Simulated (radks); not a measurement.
Valence configurations of neutral calcium (all share [Ar]). Calculated with a radial shooting solver on a logarithmic mesh with Libxc functionals: scalar-relativistic Kohn-Sham, LDA (Slater exchange, Perdew-Wang correlation), spin-polarised, spherical densities, point nucleus; open shells are filled with parallel spins first. Energies are relative to 4s2; eigenvalues in eV for spin up.

valence      E (eV)  moment (Bohr magnetons)   e(3d)   e(4p)   e(4s)
4s2           0.000                        0       -       -  -3.864
4s1 4p1       1.995                        2       -  -2.242  -4.859
4p2           4.658                        2       -  -2.684       -
4s1.5 4p0.5   1.112                        1       -  -1.892  -4.416
3d1 4s1       1.801                        2  -1.055       -  -3.697
3d1 4p1       4.070                        2  -1.789  -1.922       -
3d2           4.527                        2  -0.913       -       -

NIST lists [Ar] 4s2 as the ground configuration; this level of theory agrees among the configurations tried. The energies are those of spherical high-spin densities, not of single terms.
